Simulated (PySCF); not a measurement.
Co⁺: excitation energy

Co⁺ [Ar] 3d8 (3F) → Co⁺ [Ar] 3d7 4p1 (high-spin determinant), as a difference of total energies. Calculation: PySCF 2.14, in ANO-RCC-VTZP; the spin-free X2C one-electron Hamiltonian (Gaussian nucleus). Correlated levels: valence: [Ar] frozen. The calculations carry no spin-orbit coupling.

```csv
method,excitation energy (cm⁻¹)
UHF,30789
MP2 (valence),48825
SCS-MP2 (valence),48898
CCSD (valence),44657
CCSD(T) (valence),45084
```

A first-order spin-orbit estimate (lowest level to lowest level, LS coupling) adds 0.013 eV.

The basis was made for the ground configuration and has no added diffuse functions, so the excitation energy can come out too high.

The determinant of the upper state mixes LS terms, which raises its energy above the lowest term, most at the Hartree-Fock and MP2 levels.
